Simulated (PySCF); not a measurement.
# Electron correlation in Ni⁺ (nickel, charge +1)

[Ar] 3d9, 2D determinant. Calculation: PySCF 2.14, in def2-TZVPPD (6s6p4d2f1g, 67 functions); no relativity, point nucleus. Frozen: [Ar]; 9 electrons correlated.

```csv
level,correlation energy (mhartree)
CCSD,-326.90
(T),-10.89
CCSD(T),-337.79
```

Diagnostics: T1 = 0.013, D1 = 0.0199, largest double amplitude 0.024.

Cost of the coupled-cluster step: of the order of 10 core-seconds, for 9 correlated electrons.
